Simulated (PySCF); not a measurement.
Species: sum formula SiN2H3Cl2, net charge 0, doublet state. It need not be the lowest isomer of its formula. SMILES: Cl[Si](Cl)(N)[NH]
Geometry from a B3LYP-D3(BJ)/def2-TZVP (Ansatz) optimisation:
```xyz
8

Si    -0.0119    -0.3768    -0.0062
Cl     0.1862     0.9119    -1.6098
Cl    -0.0613     0.7863     1.6904
N      1.3423    -1.4349    -0.1777
N     -1.4015    -1.3306     0.0006
H      2.2246    -1.0997     0.2112
H     -1.4810    -2.1331    -0.6032
H     -2.2864    -1.0023     0.3488
```
Charge 0, spin multiplicity 2.

Dispersion corrections to the total energy (kcal/mol) from the dftd3 and dftd4 libraries through PySCF: D3(BJ) without and D4 with the three-body term, each with the damping fitted for the functional named.

| functional | D3(BJ) | D4 |
|---|---|---|
| revPBE | ___ | -16.21 |
| LC-wPBE | -5.65 | -6.64 |
| PW6B95 | -3.30 | ___ |
| BHLYP | ___ | -7.78 |
| r2SCAN | -1.54 | -1.37 |
| B3LYP | -10.15 | -9.63 |
| TPSSh | -6.67 | -7.22 |

Q: Complete the blanks.

A: 
- revPBE, D3(BJ): -13.11
- PW6B95, D4: -5.04
- BHLYP, D3(BJ): -8.43
